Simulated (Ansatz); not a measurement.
Geometry optimisation, RKS PBE0/STO-3G in Ansatz 0.2.0.

The input (input.yaml):

```yaml
crystal:
  periodic: [false, false, false]
  atoms:
    - { symbol: B, position_ang: [-1.2409, 1.3011, 0.3094] }
    - { symbol: C, position_ang: [-0.5072, 0.0123, 0.6714] }
    - { symbol: Si, position_ang: [1.2856, 0.3931, 0.8303] }
    - { symbol: Al, position_ang: [-0.6749, -1.3728, -0.7335] }
    - { symbol: S, position_ang: [-0.048, -0.9913, -2.8657] }
    - { symbol: H, position_ang: [-1.2791, 2.2778, 1.0426] }
    - { symbol: H, position_ang: [-1.8594, 1.4466, -0.7144] }
    - { symbol: H, position_ang: [-0.8495, -0.3584, 1.63] }
    - { symbol: H, position_ang: [2.0439, -0.8172, 1.2594] }
    - { symbol: H, position_ang: [1.8445, 0.898, -0.4106] }
    - { symbol: H, position_ang: [1.5039, 1.4071, 1.911] }
    - { symbol: H, position_ang: [-1.3867, -2.7805, -0.3352] }
    - { symbol: H, position_ang: [1.1882, -1.4504, -2.58] }
basis:
  gaussian: { orbitals: STO-3G }
hamiltonian:
  xc: pbe0
relax:
  f_tol: 0.02
  max_steps: 50
output:
  orbitals: {}
```

Launched with:

```bash
$ ansatz run input.yaml --threads 1 --pin off --max-ram 2048MiB --backend cpu --events-out ev --progress --plain --runs-dir out
```

Problem. Where does it end, and by what steps?

Solution. The run converged. The force dipped under the threshold on the way, but the program's further checks kept it going. Limits of this set-up: minimal basis. After 22 steps the energy has fallen by 1.413 eV; H13 moved furthest, 1.62 Å.

```tsv
step	energy less start (eV)	largest force component (eV/Å)	accepted
0	0.0000	2.090	yes
1	-0.4902	1.150	yes
2	-0.6310	0.677	yes
3	-0.7478	0.400	yes
4	-0.7838	1.452	yes
5	-0.8867	0.595	yes
6	-0.9577	0.597	yes
7	-1.0412	0.890	yes
8	-1.1435	1.516	yes
9	-1.2908	0.707	yes
10	-1.3608	0.230	yes
11	-1.3804	0.212	yes
12	-1.3889	0.317	yes
13	-1.3953	0.191	yes
14	-1.3986	0.288	yes
15	-1.3962	0.375	no
16	-1.4069	0.114	yes
17	-1.4109	0.038	yes
18	-1.4119	0.128	yes
19	-1.4124	0.080	yes
20	-1.4130	0.031	yes
21	-1.4133	0.010	yes
22	-1.4133	0.019	yes
```

```xyz
13
Properties=species:S:1:pos:R:3
B -1.168 1.148 0.056
C -0.381 0.063 0.737
Si 1.473 0.285 0.849
Al -0.762 -1.383 -0.501
S -0.168 -1.327 -2.503
H -2.274 1.388 0.365
H -0.729 1.723 -0.868
H -0.808 -0.268 1.689
H 2.123 -0.955 1.209
H 2.002 0.711 -0.425
H 1.809 1.268 1.850
H -1.441 -2.610 0.015
H 0.344 -0.076 -2.459
```

Time of the run: 79 s on 1 CPU thread of a shared host.
